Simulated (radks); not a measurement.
The numbers below are computed, except where a source is named.
Species: Gd II. Configuration: [Xe] 4f7 5d1 6s1.

Code: a radial shooting solver on a logarithmic mesh with Libxc functionals. Model: scalar-relativistic Kohn-Sham, PBE, spin-polarised, spherical densities, point nucleus; open shells are filled with parallel spins first (spin-orbit coupling, left out, can overturn this in heavy ions).

Energy parts (eV):
part                      energy
total                 -306706.60
kinetic                329370.66
electron-nucleus      -747841.93
Hartree                118535.21
exchange-correlation    -6770.54

Orbitals (lengths in bohr, moments of r in powers of bohr; r(max) is where P^2 peaks):
| orbital | occ. | eigenvalue (eV) | r(max) | <r> | <1/r> | <r^2> |
|---|---|---|---|---|---|---|
| 1s up | 1 | -50110.20 | 0.01392 | 0.02190 | 71.67 | 0.0006547 |
| 1s down | 1 | -50110.19 | 0.01392 | 0.02190 | 71.67 | 0.0006547 |
| 2s up | 1 | -8278.143 | 0.07900 | 0.09328 | 16.62 | 0.01027 |
| 2s down | 1 | -8278.059 | 0.07900 | 0.09327 | 16.62 | 0.01027 |
| 2p up | 3 | -7366.709 | 0.06395 | 0.08237 | 15.52 | 0.008282 |
| 2p down | 3 | -7366.647 | 0.06395 | 0.08237 | 15.52 | 0.008282 |
| 3s up | 1 | -1840.386 | 0.2243 | 0.2445 | 6.097 | 0.06829 |
| 3s down | 1 | -1837.757 | 0.2242 | 0.2443 | 6.104 | 0.06816 |
| 3p up | 3 | -1558.078 | 0.2201 | 0.2431 | 5.731 | 0.06849 |
| 3p down | 3 | -1555.459 | 0.2200 | 0.2428 | 5.737 | 0.06834 |
| 3d up | 5 | -1185.335 | 0.1801 | 0.2213 | 5.437 | 0.05756 |
| 3d down | 5 | -1183.315 | 0.1800 | 0.2210 | 5.444 | 0.05739 |
| 4s up | 1 | -377.5895 | 0.5157 | 0.5529 | 2.570 | 0.3450 |
| 4s down | 1 | -371.4274 | 0.5155 | 0.5529 | 2.569 | 0.3450 |
| 4p up | 3 | -284.5520 | 0.5382 | 0.5853 | 2.363 | 0.3895 |
| 4p down | 3 | -278.4323 | 0.5380 | 0.5854 | 2.361 | 0.3897 |
| 4d up | 5 | -155.8950 | 0.5591 | 0.6359 | 2.082 | 0.4689 |
| 4d down | 5 | -149.8262 | 0.5588 | 0.6369 | 2.079 | 0.4707 |
| 5s up | 1 | -57.2256 | 1.192 | 1.326 | 1.001 | 1.979 |
| 5s down | 1 | -53.7090 | 1.205 | 1.345 | 0.9831 | 2.035 |
| 5p up | 3 | -34.5178 | 1.349 | 1.550 | 0.8442 | 2.730 |
| 5p down | 3 | -31.6752 | 1.368 | 1.577 | 0.8261 | 2.825 |
| 4f up | 7 | -16.7710 | 0.5666 | 0.8534 | 1.533 | 0.9501 |
| 4f down | 0 | -11.2772 | 0.5693 | 0.8973 | 1.491 | 1.081 |
| 6s up | 1 | -9.7971 | 3.173 | 3.594 | 0.3502 | 14.50 |
| 5d up | 1 | -9.0301 | 1.911 | 2.517 | 0.5171 | 7.533 |
| 5d down | 0 | -7.1260 | 1.955 | 2.578 | 0.5024 | 7.892 |
| 6p up | 0 | -6.0895 | 3.977 | 4.575 | 0.2735 | 23.57 |

The highest occupied level is 5d up at -9.030 eV. The configuration is held as typed, so some empty levels lie below it. The density falls to 0.001 e/bohr^3 at r = 4.55 bohr.
